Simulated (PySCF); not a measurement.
# How methods differ on the ionisation energy of Si+

Si+ [Ne] 3s2 3p1 (2P) → Si(2+) [Ne] 3s2 (1S), as a difference of total energies. All numbers are calculated (PySCF 2.14, the spin-free X2C one-electron Hamiltonian (Gaussian nucleus), in aug-cc-pVQZ-DK (7s6p4d3f2g, 84 functions)). Correlated levels: valence: [Ne] frozen. The calculations carry no spin-orbit coupling.

```tsv
method	ionisation energy (eV)
UHF	15.832
LDA	16.356
PBE	16.400
PBE0	16.425
r2SCAN	16.526
wB97X-V	16.263
TPSS	16.519
CAM-B3LYP	16.393
revPBE	16.405
MP2 (valence)	16.125
SCS-MP2 (valence)	16.116
```

How much does correlation contribute at MP2 (valence)?

16.125 − (15.832) = 0.293 eV, measured against UHF.

Errors of the correlated levels include the incompleteness of this basis and the frozen core.

For comparison: 16.322 eV (measured; NIST levels, between the centres of gravity of the two terms).
